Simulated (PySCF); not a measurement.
Si(F)3(SH) (F3HSSi), SMILES F[Si](F)(F)S. Heavy atoms are numbered as in [F:1][Si:2]([F:3])([F:4])[SH:5]. Hydrogens are named by the atom that carries them.

Geometry optimised at PBE0-D3(BJ)/def2-SVP. One conformer was computed; it need not be the lowest.

These are PBE0/pcSseg-1 (PySCF) values and carry that method's errors.

GIAO shieldings, no solvent; atoms alike by connectivity are averaged. δ = σ(ref) − σ: ¹⁹F against CFCl3 (σ = 167.2 ppm); ²⁹Si against TMS (σ = 352.7 ppm); ³³S against H2S (σ = 716.7 ppm); ¹H against TMS (σ = 31.56 ppm), references at their B3LYP-D3(BJ)/def2-TZVP geometries, non-relativistic.

Computed chemical shifts:
```json
[
 {"nucleus": "¹⁹F", "atoms": "F1", "count": "3", "δ (ppm)": "-133.1"},
 {"nucleus": "²⁹Si", "atoms": "Si2", "count": "1", "δ (ppm)": "-46.2"},
 {"nucleus": "³³S", "atoms": "S5 (SH)", "count": "1", "δ (ppm)": "-13.3"},
 {"nucleus": "¹H", "atoms": "H on S5", "count": "1", "δ (ppm)": "1.29"}
]
```
